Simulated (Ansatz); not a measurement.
Calculated with Ansatz (gas phase, PBE0-D4/def2-TZVP geometries, no zero-point term in ΔE). CCSD(T)/CBS adds triple-zeta CCSD(T) − MP2 to the extrapolated MP2 energy (def2 sets, frozen cores). Elements past krypton have def2 core potentials. For Sn outer-core shells are correlated without core-valence functions, which leaves a few kJ/mol of doubt a bond. Each species was taken in one conformer, which may not be the lowest.

Consider the formal exchange of groups at the Si–S bond: `Cl[SiH2]S[SiH](Cl)Cl` + `[SnH4]` → `Cl[SiH2][SnH3]` + `S[SiH](Cl)Cl`.

```tsv
species	SCS-MP2/def2-QZVPP energy (Eh)
`Cl[SiH2]S[SiH](Cl)Cl`	-2357.07629
`[SnH4]`	-216.16383
`Cl[SiH2][SnH3]`	-965.62259
`S[SiH](Cl)Cl`	-1607.60072
```

Task: Work out ΔE.

Result: ΔE = (-965.62259) + (-1607.60072) − (-2357.07629) − (-216.16383) = 0.01681 Eh = +10.5 kcal/mol. CCSD(T)/CBS gives +9.4 kcal/mol.

Largest T1 diagnostic among the species: 0.013.

In def2-TZVPP, CCSD(T) changes the Hartree–Fock value by +1.1 kcal/mol (the triples alone add +0.6 kcal/mol) and MP2 by +2.7 kcal/mol. The D4 term adds +3.1 kcal/mol with B3LYP and +1.8 kcal/mol with PBE0; it sums over pairs of atoms, weighted by their polarisabilities, and B3LYP, whose exchange is more repulsive, gets the larger term.

B3LYP here is the variant with VWN-RPA as its local correlation; programs differ in this.
